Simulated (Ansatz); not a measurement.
One group Y is varied and pulled off as a radical: Y-Sn(OH)3. Isolated molecules, 0 K electronic values unless said otherwise. Each species was relaxed from one start; no search for lower structures was made at this level. In the def2 sets, heavy atoms carry core potentials. Strings in code marks are SMILES.

Calculation: PBE-D3(BJ)/def2-TZVP // PBE0-D3(BJ)/def2-SVP (Ansatz, a program for electronic structure). All candidates: neutral, multiplicity 1. 

```json
{
 "LUMO": "-1.83 eV",
 "HOMO": "-6.45 eV",
 "HOMO–LUMO gap": "4.61 eV"
}
```

Identify which member has these values.
(A) `C[CH](C)[Sn]([OH])([OH])[OH]`
(B) `C[C](C)(C)[Sn]([OH])([OH])[OH]`
(C) `[OH][Sn]([OH])([OH])[CH2]C(F)(F)F`
(D) `[CH3][Sn]([OH])([OH])[OH]`

A, `C[CH](C)[Sn]([OH])([OH])[OH]`. The others give `[CH3][Sn]([OH])([OH])[OH]`: -1.85 eV, -6.78 eV, 4.93 eV; `[OH][Sn]([OH])([OH])[CH2]C(F)(F)F`: -2.28 eV, -7.15 eV, 4.87 eV; `C[C](C)(C)[Sn]([OH])([OH])[OH]`: -1.87 eV, -6.32 eV, 4.45 eV
